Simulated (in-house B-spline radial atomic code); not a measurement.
RPA and G0W0 for As⁴⁺, [Ar] 3d10 4s1, highest spin, as one setting changes: the highest l of the empty states. Start: r2SCAN. A dash marks a level of low quasi-particle weight. Computed with a B-spline radial code for spherical atoms: all electrons, scalar-relativistic (spin-free one-electron X2C), finite nucleus, each spin shell either full or empty, empty states to the listed l with an (l + 1/2)⁻⁴ tail; G0W0 by contour deformation at full frequency.

RPA overbinds a lone outer s electron by self-correlation, and G0W0 tends to as well.

```json
{"highest l of the empty states": "4", "RPA summed (Eh)": "-1.9287", "RPA extrapolated (Eh)": "-2.1903", "G0W0 level (eV)": "4s up -63.77"}
{"highest l of the empty states": "5", "RPA summed (Eh)": "-2.0439", "RPA extrapolated (Eh)": "-2.2042", "G0W0 level (eV)": "4s up -63.77"}
{"highest l of the empty states": "6", "RPA summed (Eh)": "-2.0998", "RPA extrapolated (Eh)": "-2.196", "G0W0 level (eV)": "4s up -63.75"}
{"highest l of the empty states": "7", "RPA summed (Eh)": "-2.1294", "RPA extrapolated (Eh)": "-2.1898", "G0W0 level (eV)": "4s up -63.75"}
{"highest l of the empty states": "8", "RPA summed (Eh)": "-2.1456", "RPA extrapolated (Eh)": "-2.184", "G0W0 level (eV)": "4s up -63.75"}
{"highest l of the empty states": "9", "RPA summed (Eh)": "?", "RPA extrapolated (Eh)": "?", "G0W0 level (eV)": "?"}
{"highest l of the empty states": "10", "RPA summed (Eh)": "?", "RPA extrapolated (Eh)": "?", "G0W0 level (eV)": "?"}
{"highest l of the empty states": "11", "RPA summed (Eh)": "-2.1651", "RPA extrapolated (Eh)": "-2.1784", "G0W0 level (eV)": "4s up -63.75"}
```

Q: What belongs in the row for 10?

A: RPA summed (Eh): -2.1612; RPA extrapolated (Eh): -2.1794; G0W0 level (eV): 4s up -63.75.

Q: What belongs in the row for 9?

A: RPA summed (Eh): -2.1552; RPA extrapolated (Eh): -2.1811; G0W0 level (eV): 4s up -63.75.
